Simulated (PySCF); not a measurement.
C₄H₆F₂, SMILES C/C=C/C(F)F.

Geometry optimised at B3LYP-D3(BJ)/def2-SVP. Other conformers were not sampled.

All values below come from TDDFT-CAM-B3LYP/def2-SVPD (PySCF 2.14.0).

Vertical excitations. Gas-phase values at a fixed geometry.

Q: Estimate the UV-visible absorptions. (The exact figures need the calculation; the answer reports its results.)

A: 
```
state  energy (eV)  λ (nm)      f                                                                 main pairs
-----  -----------  ------  -----  -------------------------------------------------------------------------
S1            7.29     170  0.473                                                             HOMO→LUMO 97 %
S2            7.58     163  0.021                                                           HOMO→LUMO+1 92 %
S3            8.03     154  0.001      HOMO→LUMO+2 37 %, HOMO−1→LUMO 30 %, HOMO→LUMO+3 21 %, HOMO−2→LUMO 6 %
S4            8.10     153  0.003                       HOMO−1→LUMO 54 %, HOMO→LUMO+2 19 %, HOMO→LUMO+3 17 %
S5            8.45     147  0.015                                         HOMO→LUMO+3 56 %, HOMO→LUMO+2 38 %
S6            8.54     145  0.000                                                           HOMO−2→LUMO 80 %
S7            9.02     138  0.016                                                           HOMO→LUMO+4 74 %
S8            9.50     130  0.045                                                           HOMO→LUMO+5 60 %
S9            9.65     128  0.011  HOMO−1→LUMO+1 34 %, HOMO−1→LUMO+2 28 %, HOMO→LUMO+5 11 %, HOMO−3→LUMO 6 %
S10           9.73     127  0.051                       HOMO→LUMO+6 35 %, HOMO→LUMO+8 34 %, HOMO→LUMO+7 20 %
T1            4.31     288      0                                                             HOMO→LUMO 90 %
T2            7.45     166      0                                                           HOMO→LUMO+1 89 %
T3            7.62     163      0                                         HOMO−1→LUMO 77 %, HOMO−2→LUMO 13 %
T4            7.92     156      0                                         HOMO→LUMO+2 55 %, HOMO→LUMO+3 34 %
```
Triplets are in the Tamm–Dancoff approximation, which puts them higher than full response would, so one can lie above its singlet here.
